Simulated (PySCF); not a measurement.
Compound: C5H6OS.
Z-matrix (Å and degrees, PBE0-D3(BJ)/def2-TZVP geometry), rows numbered from 1:
```
C 
O   1  1.4066
C   2  1.3474  1  115.79
C   3  1.4214  2  119.49  1   179.47
C   4  1.3594  3  111.97  2   179.91
S   5  1.7047  4  111.98  3     0.11
C   3  1.3695  2  127.57  1    -0.53
H   1  1.0959  2  111.09  3    61.39
H   1  1.0958  2  111.09  3   -60.22
H   1  1.0883  2  106.68  3  -179.45
H   4  1.0812  3  123.13  2     0.00
H   5  1.0790  4  127.77  3   179.87
H   7  1.0773  3  128.86  2    -0.18
```

Computed with PySCF at wB97X-D/pcSseg-2, non-relativistic, on one gas-phase PBE0-D3(BJ)/def2-TZVP geometry that isn't relaxed in the solvent. The solvent is an IEF-PCM continuum (van der Waals radii × 1.2). Only the electrostatic response of the medium enters.

Gas phase at wB97X-D/pcSseg-2: HOMO -8.07 eV, LUMO 1.50 eV, dipole 1.07 D.

**Question.** What does the continuum do to the energy, the frontier levels and the dipole at wB97X-D/pcSseg-2 in chloroform?

**Answer.** 
| solvent | ε | E(solvent) − E(gas) (kJ/mol) | polarisation term (kJ/mol) | distortion of the solute (kJ/mol) | HOMO (eV) | LUMO (eV) | dipole (D) |
| --- | --- | --- | --- | --- | --- | --- | --- |
| chloroform | 4.711 | -12.46 | -13.66 | 1.20 | -8.10 | 1.47 | 1.27 |

Polarisation term: ½ Σ q·V over the induced surface charges. Distortion: the rise of the solute's own energy as its density leaves the gas-phase optimum.

**Question.** Which radius a makes the point-dipole formula ΔE = −[(ε − 1)/(2ε + 1)]·μ²/a³ give the value in chloroform, with the gas-phase dipole?

**Answer.** μ = 0.420 au and |ΔE| = 0.00475 Eh give a = 1.25 Å; the farthest nucleus lies 3.51 Å from the centroid of the nuclei, so such a sphere wouldn't even hold the nuclei. The formula assumes a rigid point dipole at the centre of a sphere.

On one thread, Arm Neoverse V1 (aarch64), shared host, this took 80 s of wall time and 1.7 GiB of memory at its peak. This is the whole shielding run at wB97X-D/pcSseg-2 in chloroform, SCF included.

Note: wB97X-D ran without an empirical dispersion term, which enters the total energy and its gradient alone.
